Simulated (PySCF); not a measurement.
Computed shifts of a molecule C₄H₃ClF₂, PBE0/pcSseg-1 in PySCF, GIAO, gas phase, atoms alike by connectivity averaged where their shifts nearly agree, in ppm (number of nuclei): ¹³C: 179.3 (1), 152.9 (1), 142.8 (1), 24.3 (1). ¹⁹F: -66.2 (1), -84.2 (1). ¹H: 2.50 (3). References: ¹³C against TMS (σ = 186.3 ppm); ¹⁹F against CFCl3 (σ = 167.2 ppm); ³⁵Cl against HCl (σ = 945.9 ppm); ¹H against TMS (σ = 31.56 ppm), references at their B3LYP-D3(BJ)/def2-TZVP geometries, non-relativistic (without spin–orbit terms, shifts of atoms bonded to Cl or Br come out too high). Geometry: B3LYP-D3(BJ)/def2-SVP. One conformer was computed; it need not be the lowest.

Which structure fits?
A) C#C[C@H](F)[C@H](F)Cl
B) FC1(F)CC=C1Cl
C) C=C(F)/C(Cl)=C\F
D) CC(F)=C=C(F)Cl

D, CC(F)=C=C(F)Cl
